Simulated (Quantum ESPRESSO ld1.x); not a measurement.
Problem. The mean radii <r> (bohr) of the occupied orbitals of an atom or ion are listed with their occupations. All-electron calculation, Dirac Kohn-Sham, PBE, spin-unpolarised, spherical densities, point nucleus. Program: ld1.x of Quantum ESPRESSO 7.5.

| orbital | occ. | <r> |
|---|---|---|
| 1s1/2 | 2 | 0.03428 |
| 2s1/2 | 2 | 0.1492 |
| 2p1/2 | 2 | 0.1271 |
| 2p3/2 | 4 | 0.1318 |
| 3s1/2 | 2 | 0.4152 |
| 3p1/2 | 2 | 0.4090 |
| 3p3/2 | 4 | 0.4196 |
| 3d3/2 | 4 | 0.3970 |
| 3d5/2 | 6 | 0.4005 |
| 4s1/2 | 2 | 1.058 |
| 4p1/2 | 2 | 1.153 |
| 4p3/2 | 4 | 1.183 |
| 4d3/2 | 4 | 1.662 |
| 4d5/2 | 1 | 1.681 |
| 5s1/2 | 1 | 3.039 |

Name the element and its charge. Open shells, if any, fill j = l - 1/2 first.

Solution. Z = 43, technetium, charge +1: Tc+ in [Kr] 4d5 5s1. The 1s radius gives Z: for a bare nucleus <r> = (2 gamma + 1)/(2Z) with gamma = sqrt(1 - (Z/c)^2), 0.03371 bohr for Z = 43, and screening makes it slightly larger (0.03428 here). The occupations add up to 42, and the charge is Z minus that.
